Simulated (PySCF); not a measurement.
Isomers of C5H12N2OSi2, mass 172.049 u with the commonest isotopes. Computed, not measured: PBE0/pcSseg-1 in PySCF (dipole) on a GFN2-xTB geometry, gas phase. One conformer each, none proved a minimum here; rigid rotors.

Task: Order these by out-of-plane moment Σ m c² = (Ia + Ib − Ic)/2, smallest first.
A. `[CH3:1][C:2](=[O:3])[NH:4][SiH2:5][CH2:6][SiH2:7][CH2:8][C:9]#[N:10]` with C1–C2–N4–Si5 176°, C2–N4–Si5–C6 61°, N4–Si5–C6–Si7 50°, Si5–C6–Si7–C8 -68°, C6–Si7–C8–C9 89°
B. `[CH2:1]=[C:2]([CH2:3][C:4]#[N:5])[Si@@H:6]([OH:7])[SiH2:8][NH:9][CH3:10]` with C1–C2–C3–C4 118°, C1–C2–Si6–O7 155°, C2–Si6–O7–H 165°, C2–Si6–Si8–N9 -86°, Si6–Si8–N9–C10 -175°
C. `[CH3:1][N:2]([CH3:3])[C:4](=[O:5])[Si@:6]([CH3:7])([SiH3:8])[C:9]#[N:10]` with C1–N2–C4–O5 180°, N2–C4–Si6–C7 -66°

Result: A (108.72 u·Å²), C (119.35 u·Å²), B (125.91 u·Å²).

Task: Order these by dipole moment, largest first.
A. `[CH3:1][C:2](=[O:3])[NH:4][SiH2:5][CH2:6][SiH2:7][CH2:8][C:9]#[N:10]` with C1–C2–N4–Si5 176°, C2–N4–Si5–C6 61°, N4–Si5–C6–Si7 50°, Si5–C6–Si7–C8 -68°, C6–Si7–C8–C9 89°
B. `[CH2:1]=[C:2]([CH2:3][C:4]#[N:5])[Si@@H:6]([OH:7])[SiH2:8][NH:9][CH3:10]` with C1–C2–C3–C4 118°, C1–C2–Si6–O7 155°, C2–Si6–O7–H 165°, C2–Si6–Si8–N9 -86°, Si6–Si8–N9–C10 -175°
C. `[CH3:1][N:2]([CH3:3])[C:4](=[O:5])[Si@:6]([CH3:7])([SiH3:8])[C:9]#[N:10]` with C1–N2–C4–O5 180°, N2–C4–Si6–C7 -66°

Result: C (3.64 D), B (2.04 D), A (1.50 D).

Task: Order these by rotational constant B, largest first.
A. `[CH3:1][C:2](=[O:3])[NH:4][SiH2:5][CH2:6][SiH2:7][CH2:8][C:9]#[N:10]` with C1–C2–N4–Si5 176°, C2–N4–Si5–C6 61°, N4–Si5–C6–Si7 50°, Si5–C6–Si7–C8 -68°, C6–Si7–C8–C9 89°
B. `[CH3:1][N:2]([CH3:3])[C:4](=[O:5])[Si@:6]([CH3:7])([SiH3:8])[C:9]#[N:10]` with C1–N2–C4–O5 180°, N2–C4–Si6–C7 -66°
C. `[CH2:1]=[C:2]([CH2:3][C:4]#[N:5])[Si@@H:6]([OH:7])[SiH2:8][NH:9][CH3:10]` with C1–C2–C3–C4 118°, C1–C2–Si6–O7 155°, C2–Si6–O7–H 165°, C2–Si6–Si8–N9 -86°, Si6–Si8–N9–C10 -175°

Result: A (900.8 MHz), B (757.3 MHz), C (699.1 MHz).

```csv
SMILES,point group,Ia (u·Å²),Ib (u·Å²),Ic (u·Å²),κ,μa (D),μb (D),μc (D)
CC(=O)N[SiH2]C[SiH2]CC#N,C1,449.87,561.04,793.47,0.08,1.42,0.43,0.24
CN(C)C(=O)[Si@](C)([SiH3])C#N,C1,452.76,667.37,881.43,-0.32,2.30,0.20,2.82
C=C(CC#N)[Si@@H](O)[SiH2]NC,C1,393.25,722.92,864.35,-0.67,1.68,1.15,0.20
```
